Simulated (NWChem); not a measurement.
**Total energies of HClSi**

```xyz
3

Si    -0.7507    -0.8137     0.0000
H      0.3276    -1.9106     0.0000
Cl     0.5989     0.7825     0.0000
```
Charge 0, spin multiplicity 1.

The numbers come from NWChem runs, not from measurements. The geometry was optimised at PBE0/def2-SVP, a minimum by its harmonic frequencies.

Basis set: cc-pVTZ (82 functions).

```
method     total energy (Ha)  relative cost
---------  -----------------  -------------
RHF               -749.04103              1
MP2               -749.32953        under 3
B2PLYP            -750.06346        under 3
PBE               -749.97362        under 3
B3LYP             -750.35038        under 3
CAM-B3LYP         -750.33075              9
CCSD(T)           -749.37657             30
```

Total energies of different functionals aren't comparable as a measure of quality: only differences taken within one method are. Relative cost: rough, from shared machines, SCF included, RHF = 1.

The correlated methods keep 10 core orbitals frozen. B3LYP has NWChem's definition, with VWN1-RPA local correlation. GW and range-separated runs recompute their integrals, the others keep them in memory, which bears on the times. The structure started from a generated list of species. Coupled-cluster values serve here as a point of comparison, not as the truth.
